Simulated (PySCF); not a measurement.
AlBi and its ions

PBE0; Al def2-SVPD, Bi def2-SVPD with ECP60; scalar-relativistic core potentials (PySCF 2.14). Neutral (UKS): triplet (π ↑↑), Re = 2.827 Å, ωe = 239 cm⁻¹, De = 1.75 eV, HOMO -5.00 eV, LUMO -3.13 eV.

AlBi⁺ (UKS): quartet (σ ↑, π ↑↑), Re = 2.879 Å, ωe = 177 cm⁻¹. The energies at the minima are -456.84316 hartree for AlBi and -456.59193 for AlBi⁺.

Q: Work out the adiabatic ionisation energy, without and with harmonic zero-point energies (1 hartree = 27.2114 eV, 1 eV = 8065.5 cm⁻¹), and the change of the bond length.

A: At PBE0: 0.25123 hartree = 6.836 eV between the minima; the zero-point term (177.0 − 239.0)/2 cm⁻¹ = -0.004 eV makes it 6.832 eV. Re changes by +5.2 pm against the neutral. The electron leaves a σ orbital, and the longer bond of the ion fits a bonding orbital, or a change in how ionic the bond is.

These are scalar-relativistic numbers at best; spin–orbit coupling would shift them, the dissociation energy most. States were picked by a PBE0 search and need not be the measured ground states.
